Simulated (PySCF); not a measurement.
Stepwise substitution at one centre (In Cl-SH). All species are isolated molecules in the gas phase. One relaxed conformer stands for each flexible species; it need not be the lowest. Strings in code marks are SMILES.

These are PBE-D3(BJ)/def2-TZVP // PBE0-D4/def2-TZVP in PySCF 2.14.0 values and carry that method's errors. All candidates: neutral, multiplicity 1. Excitations are Tamm–Dancoff values on a coarser integration grid. The basis has no diffuse functions, so Rydberg states are missing or too high.

```yaml
T1 excitation (TDA): 3.55 eV
S1 excitation (TDA): 3.88 eV
LUMO: -3.32 eV
```

Say which member has these values.
A. `[SH][In]([SH])[Cl]` (H–S–In–Cl torsion -180°, Cl–In–S–H torsion 0°)
B. `[Cl][In]([Cl])[Cl]`
C. `[SH][In]([SH])[SH]`
D. `[SH][In]([Cl])[Cl]` (H–S–In–Cl torsion 0°)

D, `[SH][In]([Cl])[Cl]` (H–S–In–Cl torsion 0°). The others give `[SH][In]([SH])[Cl]` (H–S–In–Cl torsion -180°, Cl–In–S–H torsion 0°): 3.55 eV, 3.84 eV, -2.92 eV; `[SH][In]([SH])[SH]`: 3.68 eV, 3.95 eV, -2.56 eV; `[Cl][In]([Cl])[Cl]`: 4.10 eV, 4.40 eV, -3.76 eV…
